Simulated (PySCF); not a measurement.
B3LYP on Tc²⁺ (technetium, charge +2)

Configuration: [Kr] 4d5, high-spin 6S determinant. Computed with PySCF 2.14 in aug-cc-pwCVTZ-PP with ECP28MDF (8s8p7d4f3g, 122 functions), with scalar relativity through the core potential.

| Item | Value |
| --- | --- |
| Total energy | -79.6303 hartree |
| One-electron energy | -128.9191 hartree |
| Hartree (Coulomb) energy | 57.8099 hartree |
| Exchange-correlation energy | -8.5211 hartree |
| ⟨S²⟩ | 8.7501 |
| ⟨L²⟩ | 0.000 |
| Sum of ⟨r⟩ | 17.41 bohr |
| Sum of ⟨r²⟩ | 27.44 bohr² |

```json
{"shell": "4s α", "electrons": "1", "mean orbital energy (eV)": "-95.060", "rms radius, mean of both spins (bohr)": "1.14"}
{"shell": "4s β", "electrons": "1", "mean orbital energy (eV)": "-90.748", "rms radius, mean of both spins (bohr)": "1.14"}
{"shell": "4p α", "electrons": "3", "mean orbital energy (eV)": "-66.064", "rms radius, mean of both spins (bohr)": "1.26"}
{"shell": "4p β", "electrons": "3", "mean orbital energy (eV)": "-61.243", "rms radius, mean of both spins (bohr)": "1.26"}
{"shell": "4d α", "electrons": "5", "mean orbital energy (eV)": "-25.005", "rms radius, mean of both spins (bohr)": "1.75"}
```

Energies and moments cover only the electrons outside the core potential.
